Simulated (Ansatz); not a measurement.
`[NH2][Cd][Cl]` + NH₃ → `[NH2][Cd][NH2]` + HCl at 400 K and 1 bar (ligand exchange at a Cd–Cl bond).

Computed with Ansatz on PBE0-D4/def2-TZVP structures; ΔE is electronic, products minus reactants. CCSD(T)/CBS adds triple-zeta CCSD(T) − MP2 to the extrapolated MP2 energy (def2 sets, frozen cores). This one scheme is used for every species. def2 core potentials past Kr. For Cd outer-core shells are correlated without core-valence functions, which leaves a few kJ/mol of doubt a bond. One conformer a species, not always the lowest.

```
         species  CCSD(T)/CBS energy (Eh)  H − E (kJ/mol)  S (J/(mol·K))
 `[NH2][Cd][Cl]`               -683.44247            90.4          325.4
             NH₃                -56.50880           104.2          203.1
`[NH2][Cd][NH2]`               -279.51838           156.2          329.2
             HCl               -460.38127            29.6          195.4
```

H − E and S are ideal-gas, rigid-rotor, harmonic terms from PBE0-D4/def2-TZVP, for one conformer and one mirror image of each species. 1 Eh = 2625.50 kJ/mol, R = 8.31446 J/(mol·K).

Problem. By hand: ΔE, ΔH, ΔS and ΔG.

Solution. ΔE = (-279.51838) + (-460.38127) − (-683.44247) − (-56.50880) = 0.05162 Eh = 135.5 kJ/mol. Δ(H − E) = 156.2 + 29.6 − 90.4 − 104.2 = -8.8, so ΔH = 126.7 kJ/mol. ΔS = 329.2 + 195.4 − 325.4 − 203.1 = -3.9 J/(mol·K). ΔG = 126.7 − 400 × (-3.9)/1000 = 128.3 kJ/mol.

Problem. By hand: the equilibrium constant, and the temperature at which ΔG would vanish if ΔH and ΔS stayed fixed.

Solution. log₁₀ K = −ΔG/(RT ln 10) = -16.8. ΔH and −TΔS have one sign here, so there is no such temperature.

The number of gas molecules stays the same, so ΔS is small and ΔH decides. A doubt of 5 kJ/mol in ΔE shifts log₁₀ K by 0.7 here. Other conformers and mirror images would add mixing entropy, several J/(mol·K) or more a flexible species. These are equilibria of isolated gas molecules and say nothing of rates. Largest T1 diagnostic: 0.014 (customary marks: 0.02 for closed shells, 0.045 for open ones).

ΔS is within the doubt of such terms, so its sign, and with it that verdict, could turn.
